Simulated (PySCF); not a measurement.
## Polarisability and C₆ of Zr⁺ (zirconium, charge +1)

[Kr] 4d2 5s1, high-spin 4F determinant. All numbers are calculated (PySCF 2.14, a scalar-relativistic core potential, in def2-QZVPPD with the def2 core potential (28 electrons) (7s5p4d3f2g, 81 functions)). Coupled (time-dependent) response in atomic units; α is the mean over directions.

```json
{"method": "B3LYP", "mean α (bohr³)": "55.79", "C₆ (like pair)": "469.2", "S(−4)": "1925"}
```

S(−4) is the Cauchy moment in α(ω) = α(0) + S(−4) ω² + …

Spin-orbit coupling is absent.

α(iu) at B3LYP:

| u (hartree) | α(iu) (bohr³) |
| --- | --- |
| 0 | 55.79 |
| 0.0500 | 51.43 |
| 0.100 | 42.10 |
| 0.200 | 26.17 |
| 0.300 | 17.64 |
| 0.500 | 10.24 |
| 0.750 | 6.525 |
| 1.00 | 4.665 |
| 1.50 | 2.782 |
| 2.00 | 1.843 |
| 3.00 | 0.9627 |
| 5.00 | 0.3878 |

A single London oscillator, α(iu) = α/(1 + u²/ω²), gives C₆ = (3/4) ω α². Matching the computed C₆ needs ω = 4 × 469.2 / (3 × 55.79²) = 0.201 hartree.

For an ion, C₆ is the dispersion term alone; charge-induced terms of lower order in 1/R come first.

Energies and moments cover only the electrons outside the core potential.
